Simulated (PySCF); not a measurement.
## Radial density of Bi(3+) (bismuth, charge +3)

UHF, [Xe] 4f14 5d10 6s2, closed-shell 1S. Computed with PySCF 2.14 in aug-cc-pwCVTZ-DK3, with scalar relativity by spin-free X2C-1e.

```tsv
r (bohr)	4πr²ρ (e/bohr)
0.0150	108.4
0.0252	108.6
0.0424	154.5
0.0714	131.7
0.120	143.6
0.202	99.23
0.340	100.5
0.571	42.96
0.961	23.39
1.62	6.740
2.72	0.7959
4.57	0.01207
```

Densities and radii are taken from the X2C orbitals without a picture-change correction, which distorts them close to the nucleus.

Spin-orbit coupling, which splits the p, d and f shells strongly at this Z, is absent.
